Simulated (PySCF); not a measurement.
Magnetic susceptibility: SMILES C=C(OC)[Se]C, C$_{4}$H$_{8}$OSe

Cartesian coordinates in Å; atom numbers follow the order of the lines, from 1:
```xyz
14

C    -0.8441    1.3571   -1.2868
C    -0.0741    0.6945   -0.4337
O    -0.4121   -0.2801    0.4370
C    -1.7656   -0.6667    0.4895
Se    1.7963    1.0820   -0.2582
C     2.3963   -0.5723    0.5857
H    -1.9016    1.1874   -1.3800
H    -0.4068    2.1080   -1.9192
H    -1.8263   -1.4468    1.2464
H    -2.4034    0.1755    0.7746
H    -2.0991   -1.0626   -0.4746
H     1.9216   -0.6737    1.5566
H     2.1438   -1.4125   -0.0547
H     3.4744   -0.4902    0.6953
```

Theory: GIAO KT3/pcSseg-1 magnetisability, rotational g tensor and spin-rotation constants, non-relativistic, gas phase (PySCF). Geometry: GFN2-xTB.

The calculation is non-relativistic, which matters for the atoms heavier than Zn.

Task: How diamagnetic is it, and how anisotropic?

Result: Isotropic -1242 × 10⁻³⁰ J/T², or -74.8 × 10⁻⁶ cm³/mol; principal values -1299, -1256, -1170 × 10⁻³⁰ J/T², anisotropy 113 × 10⁻³⁰ J/T² (root of half the summed squared differences of the principal values). The susceptibility is in cgs units.

Task: Split it along the inertial axes a, b, c into diamagnetic and paramagnetic parts about the centre of mass, with the quadrupole moment.

Result: 
| axis | χ (10⁻⁶ cm³/mol) | diamagnetic (10⁻⁶ cm³/mol) | paramagnetic (10⁻⁶ cm³/mol) | summed x² of all electrons (Å²) | quadrupole Θ (D Å) |
| --- | --- | --- | --- | --- | --- |
| a | -76.3 | -404.0 | 327.7 | 181.0 | +8.34 |
| b | -72.4 | -835.5 | 763.1 | 79.3 | -0.26 |
| c | -75.7 | -1104.0 | 1028.4 | 16.0 | -8.08 |

Anisotropies 2χaa − χbb − χcc = -4.4 and 2χbb − χaa − χcc = +7.1 × 10⁻⁶ cm³/mol. Θ is traceless in Buckingham's convention.

Task: And the rotational g tensor?

Result: 
```tsv
axis	rotational constant (GHz)	g	nuclear part	electronic part
a	4.1793	-0.0230	0.6204	-0.6434
b	1.5812	-0.0078	0.5591	-0.5669
c	1.1816	-0.0015	0.5694	-0.5709
```
Asymmetric top; isotopes 12C, 1H, 16O, 80Se; no vibrational averaging.
